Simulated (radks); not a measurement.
The numbers below are computed, except where a source is named.
Ionisation of neutral indium, [Kr] 4d10 5s2 5p1, to In+, [Kr] 4d10 5s2, under several functionals. Scalar-relativistic Kohn-Sham, spin-unpolarised, spherical densities, point nucleus; a radial shooting solver on a logarithmic mesh with Libxc functionals.

| functional | E(In) (hartree) | Exc (hartree) | IE (eV) | -e(HOMO) (eV) | <r> HOMO (bohr) | IE error (eV) |
|---|---|---|---|---|---|---|
| exchange-only PBE | -5879.05551 | -156.86359 | 4.817 | 2.016 | 3.982 | -0.969 |
| PW91 | -5882.51778 | -160.38752 | 5.419 | 2.558 | 3.739 | -0.367 |
| revPBE | -5881.86744 | -159.73185 | 5.280 | 2.454 | 3.768 | -0.506 |
| BP86 | -5882.72575 | -160.59197 | 5.512 | 2.666 | 3.692 | -0.274 |
| B86b exchange with PBE correlation | -5882.32632 | -160.19304 | 5.382 | 2.534 | 3.728 | -0.405 |
| LDA (Slater exchange, Perdew-Wang correlation) | -5876.44715 | -154.25720 | 5.589 | 2.698 | 3.676 | -0.198 |
| BLYP | -5882.24971 | -160.10312 | 5.357 | 2.462 | 3.759 | -0.430 |

NIST Atomic Spectra Database: 5.786 eV (measured). Closest: LDA (Slater exchange, Perdew-Wang correlation). The Delta-SCF values span 0.77 eV, the total energies 6.28 hartree. The highest occupied level is 5p. Spin polarisation and multiplet splitting are left out, so open shells lie too high by an amount that depends on their filling. Spin-orbit splitting is averaged out at the scalar-relativistic level.

Beside tabulated values, note that spin-unpolarised runs miss the spin-polarisation part of the exchange energy of open shells.
